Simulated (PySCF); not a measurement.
Molecule: `InChI=1S/C6H13NO/c1-3-4-5-7-6(2)8/h3-5H2,1-2H3,(H,7,8)`.

Cartesian coordinates in Å; atom numbers follow the order of the lines, from 1:
```xyz
21

C    -2.8624   -0.8458    0.0862
C    -1.4740   -0.3173    0.4069
C    -1.1720    1.0207   -0.2527
C     0.2263    1.5508    0.0431
N     1.2812    0.6937   -0.4402
C     2.0901   -0.0201    0.3950
C     3.0806   -0.9237   -0.3076
O     2.0157    0.0540    1.6054
H    -2.9949   -0.9932   -0.9982
H    -3.6458   -0.1458    0.4195
H    -3.0509   -1.8122    0.5779
H    -0.7144   -1.0525    0.0903
H    -1.3486   -0.2171    1.4985
H    -1.3112    0.9338   -1.3471
H    -1.9045    1.7767    0.0810
H     0.3819    1.6289    1.1295
H     0.3451    2.5628   -0.3810
H     1.3733    0.5562   -1.4381
H     3.7925   -1.3057    0.4329
H     3.6247   -0.3898   -1.1015
H     2.5570   -1.7759   -0.7689
```

Geometry PBE0-D3(BJ)/def2-SVP throughout; GIAO in PySCF, gas phase, one conformer, non-relativistic; equivalent atoms averaged; functional PBE0.

For orientation, pcSseg-0 gives these shifts δ (against TMS, NH3, H2O at the same level): C4 39.2, C2 20.7, C7 26.9, N5 124.1, O8 469.8, H18 3.19, H16/H17 3.44, H19/H20/H21 2.08, H12/H13 1.15 ppm.

A run gave: C4 39.0, C2 23.0, C7 22.8, N5 132.6, O8 410.7, H18 4.20, H16/H17 3.46, H19/H20/H21 1.77, H12/H13 1.31 ppm (shifts δ (against TMS, NH3, H2O at the same level)).

Q: Which basis set was used in that run?
A. def2-TZVP
B. STO-3G
C. pcSseg-1
D. 6-31G*
E. aug-cc-pVDZ

A: A. O8 tells them apart best: def2-TZVP gives 410.7, 6-31G* gives 371.8, pcSseg-1 gives 428.0, STO-3G gives 395.8, aug-cc-pVDZ gives 381.2 ppm.
